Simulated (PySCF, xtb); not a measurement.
C5H3Cl, SMILES ClC=C=CC#C.

GFN2-xTB in xtb at its own geometry gives an orbital gap of 3.88 eV and a dipole moment of 1.67 D.

Coordinates come from a PBE0-D3(BJ)/def2-SVP optimisation. The structure was generated by enumeration, and PubChem lists no compound with its InChIKey, so it may never have been made.

Question: What does PBE/def2-TZVP (PySCF) give? (An estimate is asked for; the answer gives what the named calculation found.)

Answer: gap 3.90 eV (levels -6.39 and -2.50 eV), dipole 1.23 D.
